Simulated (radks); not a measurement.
Problem. Radial electron density D(r) = 4 pi r^2 rho(r) of an atom or ion with 29 electrons. Method: scalar-relativistic Kohn-Sham, RPBE, spin-polarised, spherical densities, point nucleus; computed with a radial shooting solver on a logarithmic mesh with Libxc functionals.

```
   r/bohr * D(r) (the largest magnitude, 45.4, reaches the edge; | marks zero)
 0.004287 |    *
 0.004951 |      *
 0.005718 |        *
 0.006604 |          *
 0.007626 |            *
 0.008808 |               *
  0.01017 |                   *
  0.01175 |                       *
  0.01357 |                           *
  0.01579 |                                *
  0.01824 |                                    *
  0.02106 |                                        *
  0.02433 |                                            *
   0.0281 |                                              *
  0.03245 |                                               *
  0.03747 |                                              *
  0.04328 |                                            *
  0.04998 |                                         *
  0.05772 |                                       *
  0.06666 |                                     *
  0.07698 |                                      *
  0.08891 |                                         *
   0.1027 |                                             *
   0.1186 |                                                  *
   0.1369 |                                                      *
   0.1582 |                                                      *
   0.1827 |                                                  *
   0.2109 |                                           *
   0.2436 |                                   *
   0.2814 |                             *
   0.3249 |                           *
   0.3753 |                            *
   0.4334 |                                *
   0.5005 |                                  *
    0.578 |                                 *
   0.6675 |                             *
   0.7709 |                      *
   0.8903 |               *
    1.028 |         *
    1.188 |     *
    1.371 |  *
    1.597 |*
    1.844 |*
    2.129 *
    2.459 *
     2.84 *
     3.28 *
    3.788 *
    4.375 *
    5.052 *
    5.835 *
    6.739 *
    7.782 *
    8.988 *
    10.38 *
    11.99 *
```

What is the nuclear charge?

Solution. Z = 32. The innermost maximum, from 1s, lies near gamma/Z bohr with gamma = sqrt(1 - (Z/c)^2) = 0.972, here 0.0304 bohr (found: 0.0330), and its height grows with Z. The density is that of the germanium ion Ge3+ in [Ar] 3d10 4f1; the configuration itself is not fixed sharply by these data, and Z only to about a unit. D(r) has 4 maxima, at r = 0.0330, 0.148, 0.521, 3.94 bohr, and minima at 0.0694, 0.328, 2.48 bohr, inside which lie 2.08, 11.00, 28.07 electrons.
